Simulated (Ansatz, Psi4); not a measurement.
The Ansatz (a program for electronic structure) input:
Ansatz 0.2 input:
```yaml
crystal:
  periodic: [false, false, false]
  atoms:
    - {symbol: C, position_ang: [0.09443537, 0.09844229, 0.10070566]}
    - {symbol: H, position_ang: [-0.62720871, -0.62142525, 0.62463322]}
    - {symbol: H, position_ang: [0.66399153, -0.60849894, -0.59880803]}
    - {symbol: H, position_ang: [-0.60339501, 0.63927042, -0.63005917]}
basis:
  gaussian:
    orbitals: def2-TZVP
hamiltonian:
  xc: {name: BHLYP}
total_charge: -1
accuracy: high
```

**Question.** Give the equivalent Psi4 input.

**Answer.** This is not unique; one that fits is 
```
memory 2 GB

molecule mol {
-1 1
  C     0.094435    0.098442    0.100706
  H    -0.627209   -0.621425    0.624633
  H     0.663992   -0.608499   -0.598808
  H    -0.603395    0.639270   -0.630059
}

set basis def2-tzvp
set reference rks
set scf_type pk
set puream true
set d_convergence 1e-8
set dft_radial_points 99
set dft_spherical_points 590

energy('bhhlyp')
print_variables()
```

Both were run: Ansatz gave -39.803852 Eh and Psi4 -39.803852 Eh, 0.000 mEh apart.
